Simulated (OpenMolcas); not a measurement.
## Co3+: moving or changing the point charges

Co3+ among 4 point charges of -2 e arranged as a square (D4h), 1.72 Å from the ion.

- Program: OpenMolcas
- Method: CASSCF
- Basis: ANO-RCC-VDZP [5s4p2d1f]
- Scalar Hamiltonian: DKH2, point nucleus
- Active space: 6 electrons in 5 orbitals (3d)
- State averaging: 2S+1 = 5 even, 5 roots; 2S+1 = 3 even, 45 roots; 2S+1 = 1 even, 50 roots
- Spin-orbit coupling: state interaction with AMFI integrals over the reference wave functions

Runs around this geometry, states (labels of D4, the rotations of D4h). Energies in cm-1 above the lowest state or level, χT in cm3 K/mol.

```csv
R (Å),q (e),Ground state,First state of that spin,First gap with spin-orbit (degeneracies),χT at 300 K,First state of another spin
1.72,-1,5A1,5E 1332,"35.1 (1, 2)",4.398,3E 26078
1.6,-2,5A1,5E 6302,"14.8 (1, 2)",3.333,3E 22873
1.72,-2,5A1,5E 4603,"18.0 (1, 2)",3.466,3E 24833
1.87,-2,5A1,5E 3345,"22.1 (1, 2)",3.644,3A2 26093
```

Taking the first state of the same spin as R^-n, n = -ln(3345 / 6302) / ln(1.87 / 1.6) = 4.1 between the shortest and longest distance.

Scaling the charges by -1 / -2 = 0.50 scales the first state of the same spin by 1332 / 4603 = 0.29; with fixed orbitals a first-order splitting would follow the charge.

Without dynamic correlation the repulsion within the d shell is too large (B by tens of per cent), so at a given field states of lower spin stand too high. Point charges give a weaker field than real ligands, and real ions of this kind are often low spin; the high spin found here belongs to the model. This is an electrostatic model: the charges have no orbitals. No measured value stands beside these numbers.
